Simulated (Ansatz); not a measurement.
A series at Nb: from `[O]=[Nb]([F])([F])[F]`, ligands are replaced one by one, each step taking up HCl and setting free H–F; n counts the steps. Ansatz, PBE0-D4/def2-TZVP geometries.

```csv
n,molecule,"zero-point energy, PBE0-D4/def2-TZVP (kJ/mol)"
0,`[O]=[Nb]([F])([F])[F]`,25.8
1,`[O]=[Nb]([F])([F])[Cl]`,23.6
2,`[O]=[Nb]([F])([Cl])[Cl]`,21.3
3,`[O]=[Nb]([Cl])([Cl])[Cl]`,?
```

Question: By hand: fit a straight line y = ȳ + b (n − n̄) to the 3 given rows and predict n = 3.

Answer: n̄ = 1.000, ȳ = 23.57; Σ(n − n̄)(y − ȳ) = -4.50, Σ(n − n̄)² = 2.000, so b = -2.25 kJ/mol a step. Prediction: 23.57 + (-2.25) × (2.000) = 19.1 kJ/mol.

Question: By hand: compare with the computed value, 19.0 kJ/mol, and give the steps along the whole series.

Answer: The line misses by -0.1 kJ/mol (computed minus predicted). Steps: -2.2, -2.3, -2.3 kJ/mol.

The steps differ by at most 0.1 kJ/mol, 4.4 % of a mean step, so the ligands' effects nearly add and a line is close. The miss is 1.5 % of the series' range.
